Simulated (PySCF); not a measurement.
**Identify the compound**

The spectra below were simulated for a compound C4H9FO2Si2.

$^{1}$H NMR (400 MHz, computed): δ 6.14 (m, 1H), 5.16 (m, 1H), 5.05 (m, 1H), 4.82 (m, 1H), 4.68 (m, 1H), 4.31 (m, 1H), 3.69 (s, 3H).

$^{13}$C{$^{1}$H} NMR (computed): δ 184.5 (C), 115.5 (CH), 99.2 (CH), 58.5 (CH3).

PySCF calculation with coordinates at the GFN2-xTB level and NMR shieldings at PBE0/pcSseg-1/GIAO; no solvent model, non-relativistic Hamiltonian, one computed conformer, rapidly exchanging positions averaged.

Shifts are taken against calculated references (same method and geometry level): TMS for $^{1}$H and $^{13}$C.

Which candidate is it?
A. CO[C@H]1O[SiH2]C(F)=C[SiH2]1
B. CO[C@@H]1C=C([SiH2]F)[SiH2]O1
C. CO[C@H]1C=C(F)[SiH2][SiH2]O1
D. O=C(O)[SiH2]C/C([SiH3])=C\F

Answers

A. 

1. The formula gives 2 degrees of unsaturation (1 ring in the answer).
2. 4 carbon signals for 4 carbons: no two carbons are equivalent.
3. Carbon types of the structure: 1 × C, 2 × CH, 1 × CH3, leaving 4 H on heteroatoms.
4. δC 184.5: fully substituted alkene carbon.
5. δC 115.5: alkene CH; as expected for a trigonal carbon in a double bond.
6. δC 99.2: sp3 carbon bearing two oxygens; 2 electronegative neighbours deshield it.
7. δH 6.14: hydrogen on an alkene CH; olefinic region.
8. δH 3.69: hydrogen on a methyl carbon bonded to O; its carbon carries O, hence the downfield position.

The others: CO[C@H]1C=C(F)[SiH2][SiH2]O1 has carbons computed at 179.3, 135.4, 98.7, 59.3; CO[C@@H]1C=C([SiH2]F)[SiH2]O1 has carbons computed at 167.6, 145.9, 113.2, 57.8; O=C(O)[SiH2]C/C([SiH3])=C\F would give 4 signals for carbon-bound and other non-exchanging H, not 7.

Splittings by $^{19}$F in the carbon and heteronuclear signals aren't shown, as no couplings were computed. Shifts are as computed. Against solution values, carbons near 30 ppm lie about +3 ppm off and those near 130 ppm about +5 ppm. Of 1309 compounds with measured shifts, 239 miss one by over three times the rms of a fit or turn the order of signals round; such compounds aren't used in these exercises. No couplings were computed; multiplicities are counted from neighbouring protons, with m where these are inequivalent, close in shift, in a saturated or five-membered ring or joined by F or P, and br s for small geminal =CH2 splittings.
